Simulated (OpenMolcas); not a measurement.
V4+ among 2 point charges of -1 e arranged as a linear pair (D∞h), 2.12 Å from the ion.

```
Program             : OpenMolcas 26.06
Method              : CASSCF
Basis               : ANO-RCC-VTZP [6s5p3d2f1g]
Scalar Hamiltonian  : DKH2, point nucleus
Active space        : 1 electron in 5 orbitals (3d)
State averaging     : 2S+1 = 2 even, 5 roots
Spin-orbit coupling : state interaction with AMFI integrals over the reference wave functions
```

Question: What is the spin-free ground state (labels by Λ)?

Answer: 2Δ, 2-fold in its orbital part, 100 % from free-ion D terms; it has the highest spin that d1 allows.

Question: Where is the first state of the same spin?

Answer: 2Π at 3460 cm-1 above the ground state.

Question: What are the lowest two levels with spin-orbit coupling?

Answer: A 2-fold level with g = 0.00, 0.00, 2.01, then a 2-fold level 499.0 cm-1 above it. Their leading multiplicities are 2 (100 %) and 2 (100 %).

Question: What is χT at 300 K, and how does it compare with the textbook value?

Answer: The lowest level has 2S+1 = 2, for which the spin-only value is χT = S(S+1) / 2 = 0.375 cm3 K/mol (g = 2). The computed 0.389 at 300 K differs by +0.014, through orbital momentum, spin-orbit coupling and any other state in reach.

This is an electrostatic model: the charges have no orbitals. No measured value stands beside these numbers.
